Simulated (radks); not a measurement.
Results of a calculation; reference values are marked as such.
How relativity changes the ionisation of the osmium ion Os2+ ([Xe] 4f14 5d6) to Os3+ ([Xe] 4f14 5d5). Spin-unpolarised spherical Kohn-Sham, BLYP, point nucleus unless stated (finite: rms radius 5.4126 fm), a radial shooting solver on a logarithmic mesh with Libxc functionals. A level marked "c x" has the speed of light scaled by that factor and shares open shells by 2j + 1; other Dirac levels either fill j = l - 1/2 first or share by 2j + 1.

level,E(Os2+) (hartree),E(Os3+) (hartree),IE (eV),HOMO,<r> HOMO (bohr)
non-rel.,-16294.2437,-16293.1572,29.565,5d,1.675
scalar-rel.,-17253.8572,-17252.8002,28.765,5d,1.706
"scalar-rel., finite nucleus",-17250.7266,-17249.6695,28.765,5d,1.706
"Dirac, 2j+1 shares",-17281.7889,-17280.7321,28.757,5d5/2,1.731
"Dirac, low j first",-17281.8555,-17280.8248,28.048,5d5/2,1.737
"Dirac, 2j+1 shares, finite nucleus",-17278.6266,-17277.5698,28.758,5d5/2,1.731
"Dirac, c x 1.25",-16887.1313,-16886.0643,29.035,5d5/2,1.710
"Dirac, c x 1.5",-16693.0131,-16691.9403,29.193,5d5/2,1.699
"Dirac, c x 10",-16302.6481,-16301.5619,29.557,5d5/2,1.676

NIST Atomic Spectra Database: 25 eV (theoretical). The relativistic part of the total energy of Os2+ is -984.4 hartree (Dirac, 2j+1 shares, finite nucleus), 6 % of the non-relativistic value. Spin polarisation and multiplet splitting of open shells are left out at every level.

Beside tabulated values, note that relativity, absent from the non-relativistic runs, is large for the heavy elements, and spin-unpolarised runs miss the spin-polarisation part of the exchange energy of open shells.
